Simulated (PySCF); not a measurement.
Input file for PySCF: U-B3LYP/LANL2DZ on CH6OSn (SMILES C[O][SnH3]), a point of a bond scan (R = 1.714 Å).

```python
from pyscf import gto, scf, dft, mp
from pyscf.data.elements import chemcore

mol = gto.M(
    atom='''
    Sn    0.56358742   -0.14212840    0.07113681
    O    -1.10911916    0.87441601   -0.23959734
    C    -2.34967075    0.19758908   -0.23043021
    H     0.67858636   -1.33286966   -1.15659762
    H     1.77657773    1.04855157   -0.02640541
    H     0.44542760   -0.86791309    1.61958641
    H    -2.55889749   -0.28012433    0.73608768
    H    -2.41218816   -0.57268664   -1.01075683
    H    -3.13789932    0.93059938   -0.41939475
    ''',
    basis='lanl2dz',
    ecp={'Sn': 'lanl2dz'},
    charge=0, spin=0, verbose=3, max_memory=1800)
mf = dft.UKS(mol, xc='b3lyp')
mf.conv_tol = 1e-8
mf.max_cycle = 100
mf.init_guess_breaksym = True
mf.kernel()
if not mf.converged:
    mf = mf.newton().run(mf.mo_coeff, mf.mo_occ)
for _ in range(4):
    mo, _, stable, _ = mf.stability(return_status=True)
    if stable:
        break
    mf.kernel(mf.make_rdm1(mo, mf.mo_occ))
```

Q: What total energy does the run end on?

A: -120.2765 hartree.
